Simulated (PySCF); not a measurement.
# Bond curve of SbH⁻

Set-up: PySCF, scalar-relativistic core potentials, basis sets Sb aug-cc-pVDZ-PP with ECP28, H aug-cc-pVDZ. Energies in eV from Sb⁻ + H in their ground configurations at the same level. State: ²Π (doublet), unpaired electrons π ↑.

```
R (Å)     PBE
1.498  -2.228
1.568  -2.521
1.637  -2.694
1.690  -2.762
1.742  -2.790
1.794  -2.785
1.864  -2.738
1.951  -2.634
2.056  -2.464
2.195  -2.199
```

Question: Put a parabola through the three lowest points of the PBE curve and estimate Re, k and ωe (reduced mass 0.9995 u; 1 eV/Å² = 0.16022 mdyn/Å; ωe = 1302.8·√(k/μ) cm⁻¹).

Answer: Through R = 1.69, 1.742, 1.794 Å the second-order coefficient is 6.10 eV/Å², so Re ≈ 1.760 Å, k ≈ 1.96 mdyn/Å and ωe ≈ 1822 cm⁻¹. A polynomial fit of higher order to the unrounded PBE energies gives Re = 1.758 Å, k = 1.78 mdyn/Å, ωe = 1741 cm⁻¹; anharmonicity and rounding make the difference.

The higher-order fit for each curve: PBE: Re = 1.758 Å, ωe = 1741 cm⁻¹, De = 2.79 eV.

Spin–orbit coupling is left out, which matters for elements this heavy, above all for dissociation energies. For an ion De counts to the pair picked by the measured ionisation energies or electron affinities, which need not be the lowest pair at this level. The highest Kohn–Sham level is positive in this anion. Much of that is self-interaction error, but it also means that the finite basis helps to hold the extra electron. The state was picked by a PBE0 search and need not be the measured ground state.
